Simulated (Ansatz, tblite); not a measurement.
Cost and result up the ladder for MoNCl3 (5 atoms). The state is a singlet with charge 0. Geometry: B3LYP-D4/def2-SVP.

```csv
atom,x (Å),y (Å),z (Å)
Mo1,0.010,0.030,-0.027
N2,0.398,1.206,-1.078
Cl3,1.178,-1.796,-0.694
Cl4,-2.235,-0.236,-0.211
Cl5,0.649,0.797,2.010
```

Ansatz on 4 threads of Arm Neoverse V1 on a shared host; xTB runs through tblite on one thread. Times are rough, summed over both states, and most runs start from the orbitals of an earlier one. No level here is sound enough to serve as a yardstick. The other state is a doublet.

In the def2 sets Mo takes a core potential; there is no spin–orbit coupling. The xTB rows come from tblite. HOMO above LUMO, or a gap near zero within one spin, warns that the state may not be the lowest or that an electron is smeared out.

Raw xTB energies of ions are shifted by several eV.

```
                         level  functions  wall time
                      GFN1-xTB         40    0.012 s
                      GFN2-xTB         40    0.015 s
PBE-D4/def2-TZVP (with forces)        182      7.2 s
           r2SCAN-D4/def2-TZVP        182       19 s
             PBE0-D4/def2-TZVP        182       21 s
```

Question: Estimate what each level gives for the vertical IE (eV).

Answer: 
| level | vertical IE (eV) | remarks |
| --- | --- | --- |
| GFN1-xTB | 15.24 | – |
| GFN2-xTB | 14.00 | – |
| PBE-D4/def2-TZVP (with forces) | 10.71 | gap within one spin near zero (+1 doublet) |
| r2SCAN-D4/def2-TZVP | 10.95 | restricted SCF unstable in HF (singlet) |
| PBE0-D4/def2-TZVP | 11.25 | restricted SCF unstable in HF (singlet) |
